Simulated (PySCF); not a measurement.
C4H5F, SMILES C1C[C@H](C=1)F. Atoms are numbered in the order given.

```xyz
10

F     -1.5142     0.6658     0.4302
C     -0.5182     0.1847    -0.3753
C      0.8537     0.7781    -0.2002
C      1.4098    -0.4138     0.0650
C      0.1031    -1.1715     0.0544
H     -0.8910     0.1923    -1.4153
H      1.2401     1.7932    -0.3173
H      2.4434    -0.7439     0.2018
H      0.0026    -2.0138    -0.6504
H     -0.2576    -1.4846     1.0464
```
Charge 0, spin multiplicity 1.

Coordinates come from a PBE0-D3(BJ)/def2-SVP optimisation. The structure was generated by enumeration; whether it is a known compound was not checked.

Calculation: PBE0-D3(BJ)/def2-SVP in PySCF 2.14.0.

Harmonic, unscaled wavenumbers; measured fundamentals usually lie a few per cent lower.

| mode | ν (cm⁻¹) | IR (km/mol) | Raman (Å⁴/amu) | depolarisation | moving atoms (share of kinetic energy) |
|---|---|---|---|---|---|
| 1 | 218 | 0.9 | 3.1 | 0.75 | C 50 %, H 29 %, F 22 % |
| 2 | 397 | 1.8 | 2.7 | 0.74 | C 45 %, F 33 %, H 22 % |
| 3 | 502 | 9.8 | 2.5 | 0.61 | H 47 %, C 30 %, F 23 % |
| 4 | 693 | 20.0 | 3.2 | 0.58 | H 49 %, C 34 %, F 17 % |
| 5 | 849 | 46.1 | 6.3 | 0.70 | H 58 %, C 39 % |
| 6 | 891 | 1.3 | 4.5 | 0.56 | C 59 %, H 40 % |
| 7 | 952 | 5.3 | 1.3 | 0.61 | H 68 %, C 32 % |
| 8 | 971 | 3.6 | 2.1 | 0.41 | H 55 %, C 43 % |
| 9 | 1012 | 2.7 | 16.4 | 0.73 | H 77 %, C 23 % |
| 10 | 1026 | 19.1 | 0.6 | 0.71 | C 53 %, H 44 % |
| 11 | 1079 | 12.2 | 8.9 | 0.53 | H 56 %, C 37 % |
| 12 | 1141 | 14.7 | 9.2 | 0.19 | H 54 %, C 44 % |
| 13 | 1195 | 58.4 | 4.2 | 0.51 | C 55 %, H 33 %, F 12 % |
| 14 | 1231 | 17.6 | 6.2 | 0.33 | H 60 %, C 36 % |
| 15 | 1235 | 14.4 | 3.7 | 0.27 | H 62 %, C 37 % |
| 16 | 1336 | 9.8 | 0.8 | 0.51 | H 52 %, C 48 % |
| 17 | 1383 | 78.3 | 11.9 | 0.69 | H 63 %, C 35 % |
| 18 | 1450 | 10.6 | 14.6 | 0.64 | H 85 %, C 15 % |
| 19 | 1669 | 1.6 | 21.5 | 0.09 | C 90 %, H 10 % |
| 20 | 3070 | 22.8 | 87.5 | 0.63 | H 94 % |
| 21 | 3075 | 37.0 | 195.8 | 0.08 | H 93 % |
| 22 | 3141 | 9.9 | 89.3 | 0.74 | H 90 %, C 10 % |
| 23 | 3211 | 6.0 | 97.2 | 0.67 | H 92 % |
| 24 | 3245 | 5.5 | 151.9 | 0.11 | H 89 %, C 11 % |
